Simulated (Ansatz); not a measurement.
A nudged elastic band was laid between two geometries of a periodic cell of 17 atoms, Be₁₆P (surface Be(0001), adsorbate P).

The calculation used DFT PBEsol, scalar-relativistic, plane waves, PAW (Ansatz). Settings: cutoff 420 eV, k mesh 5x5x1, fermi-dirac smearing 0.15 eV, no spin polarisation.

- movable images: 7
- climbing image: yes
- spring: 10.0 eV/Å²
- optimiser: quadratic models (default)
- start path: IDPP
- force threshold: 0.03 eV/Å
- iteration limit: 13
- end points: relaxed
- atoms held: 1 to 4

Image 0:

```xyz
17
Lattice="4.5800 0.0000 0.0000 2.2900 3.9664 0.0000 0.0000 0.0000 16.3826" Properties=species:S:1:pos:R:3
Be 0.000 1.322 1.000
Be 2.290 1.322 1.000
Be 1.145 3.305 1.000
Be 3.435 3.305 1.000
Be -0.009 0.006 2.825
Be 2.299 0.005 2.824
Be 1.145 1.983 2.867
Be 3.435 1.973 2.825
Be 0.020 1.334 4.679
Be 2.272 1.333 4.679
Be 1.145 3.284 4.679
Be 3.436 3.306 4.574
Be 0.006 -0.001 6.420
Be 2.286 -0.002 6.421
Be 1.147 1.984 6.609
Be 3.437 1.989 6.420
P 3.431 3.303 8.066
```

Image 8:

Only the atoms that move by more than 0.05 Å are listed.
```
Be10 2.291 1.323 4.574
Be12 3.417 3.316 4.679
Be13 0.002 0.001 6.609
Be15 1.151 1.982 6.420
P17 4.576 5.286 8.066
```

Problem. What changes between the two ends?

Solution. Contacts lost: Be13–P17. Contacts made: Be15–P17. The atom that moves furthest is P17, by 2.29 Å.

Problem. What energy profile does the band end with?

Solution. It converged. The highest image is number 4 of 0 to 8, 0.202 eV above the ends, which have the same energy within 2 meV. The order of the stationary point at the top wasn't checked. Limits of this set-up: coarse k mesh, thin slab, slab without dipole correction, odd electron count without spin.

```tsv
image	path coordinate (Å)	energy (eV)	Be13–P17 (Å)	Be15–P17 (Å)
0	0.00	0.000	2.11	3.01
1	0.35	0.014	2.08	2.68
2	0.70	0.055	2.07	2.42
3	1.05	0.157	2.08	2.26
4	1.41	0.202	2.13	2.13
5	1.76	0.158	2.25	2.08
6	2.11	0.056	2.42	2.07
7	2.46	0.015	2.67	2.08
8	2.81	0.000	3.01	2.11
```

Problem. What is the geometry of the highest image?

Solution. 
```xyz
17
Lattice="4.5800 0.0000 0.0000 2.2900 3.9664 0.0000 0.0000 0.0000 16.3826" Properties=species:S:1:pos:R:3
Be 0.000 1.322 1.000
Be 2.290 1.322 1.000
Be 1.145 3.305 1.000
Be 3.435 3.305 1.000
Be -0.005 -0.001 2.830
Be 2.295 -0.003 2.823
Be 1.144 1.988 2.830
Be 3.436 1.982 2.867
Be -0.006 1.325 4.648
Be 2.287 1.324 4.628
Be 1.152 3.301 4.699
Be 3.432 3.307 4.628
Be 0.014 0.013 6.465
Be 2.301 -0.006 6.422
Be 1.141 1.964 6.465
Be 3.411 1.997 6.544
P 3.519 4.578 8.114
```

The band took 8 iterations and about 12 core-minutes.

Run time: 12 min on 1 thread of Arm Neoverse V2 (shared host), peak memory 0.84 GiB.
